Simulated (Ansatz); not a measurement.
One change: `C[SiH2][Si](F)(F)F` becomes `F[Si](F)(F)[SiH2]Cl`.

Ansatz, PBE0-D4/def2-TZVP geometries, multiplicity 1. Each molecule was computed in one conformer, which needn't be the lowest.

```tsv
property	`C[SiH2][Si](F)(F)F`
LUMO energy (PBE0/def2-TZVPP) / eV	-0.36
size of the dipole moment (PBE/def2-TZVPP) / D	2.67
HOMO energy (ωB97M-V/def2-TZVPP) / eV	-11.05
LUMO energy (B3LYP/def2-TZVPP) / eV	-0.57
HOMO energy (PBE/def2-TZVPP) / eV	-7.65
HOMO–LUMO gap (ωB97M-V/def2-TZVPP) / eV	12.36
```

Give the same properties after the change, and the shifts. (Estimate.)

The calculation gave: 
| property | `F[Si](F)(F)[SiH2]Cl` | shift |
| --- | --- | --- |
| LUMO energy (PBE0/def2-TZVPP) / eV | -1.14 | -0.78 |
| size of the dipole moment (PBE/def2-TZVPP) / D | 1.65 | -1.02 |
| HOMO energy (ωB97M-V/def2-TZVPP) / eV | -11.08 | -0.03 |
| LUMO energy (B3LYP/def2-TZVPP) / eV | -1.31 | -0.74 |
| HOMO energy (PBE/def2-TZVPP) / eV | -7.65 | 0.00 |
| HOMO–LUMO gap (ωB97M-V/def2-TZVPP) / eV | 11.80 | -0.56 |

The zero-point energy changes by -91.7 kJ/mol with -9 modes. Dipoles are sizes alone; their direction can turn.

B3LYP here is the variant with VWN-RPA as its local correlation; programs differ in this.
